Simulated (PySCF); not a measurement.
C₂H₅AlCl₂. Atoms are numbered in the order given.

```xyz
10

Al     0.0701     0.1868     0.0375
Cl    -0.0705    -1.6376     1.0584
Cl     0.9691     1.7728     1.0689
C     -0.6042     0.3821    -1.7683
C     -1.2183    -0.8860    -2.3792
H      0.2268     0.7579    -2.3936
H     -1.3390     1.2087    -1.7577
H     -2.0682    -1.2540    -1.7824
H     -0.4865    -1.7083    -2.4293
H     -1.5858    -0.7085    -3.4031
```

Geometry: ωB97X-D3(BJ)/def2-SVP. The structure was generated by enumeration; whether it is a known compound was not checked. Other conformers were not sampled.

All values below come from B3LYP/def2-TZVP (PySCF).

Isolated molecule, no solvent.

### Question
Estimate the frontier levels, gap, dipole moment and polarisability. (An estimate is asked for; the answer gives what the named calculation found.)

### Answer

```
Property                                                                                                        Value
---------------------------------------------------------------------------------------------  ----------------------
highest occupied level                                                                                       -8.12 eV
lowest empty level                                                                                           -1.08 eV
orbital gap                                                                                                   7.04 eV
dipole moment                                                                                               0.442 e·Å
quadrupole, principal values (traceless, Buckingham form, about the centre of nuclear charge)  -5.88, -0.53, 6.41 D·Å
mean static polarisability                                                                      71.6 bohr³ (10.61 Å³)
polarisability, principal values                                                               55.8, 75.2, 83.7 bohr³
```
